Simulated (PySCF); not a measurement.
AlCl₃ + BCl → AlCl + BCl₃

Level: B3LYP in the def2-TZVP basis family, all electrons, no relativity, computed in PySCF with density fitting; open shells unrestricted.

```tsv
species	state and structure	E (Eh)	ZPE (kJ/mol)	H(298 K) − H(0) (kJ/mol)	S° (J/(mol K))
AlCl₃	singlet, D3h, Al–Cl 2.079 Å (×3)	-1623.35840	12.5	16.5	313.6
BCl	singlet, C∞v, B–Cl 1.722 Å	-485.02104	4.9	8.9	213.3
AlCl	singlet, C∞v, Al–Cl 2.161 Å	-702.74172	2.7	9.3	228.2
BCl₃	singlet, D3h, B–Cl 1.746 Å (×3)	-1405.66627	19.8	14.0	289.6
```

(1) What is the electronic reaction energy?

(2) Add zero-point, thermal and entropy terms for 298.15 K and 1 bar.

Answers

(1) At B3LYP/def2-TZVP, ΔE = -75.0 kJ/mol from the differences of the total energies times 2625.5, downhill. Both ends count: the low oxidation state of boron is very reactive, and aluminium holds its high one more weakly.

(2) ΔZPE = 5.1 and Δ[H(298) − H(0)] = -2.1 kJ/mol give ΔH° = -72.0 kJ/mol. ΔS° = -9.1 J/(mol K), so ΔG° = -72.0 − 298.15 × (-0.0091) = -69 kJ/mol and log₁₀K = 12.1.

The structures come from searches over a few start shapes, so lower isomers are not excluded.
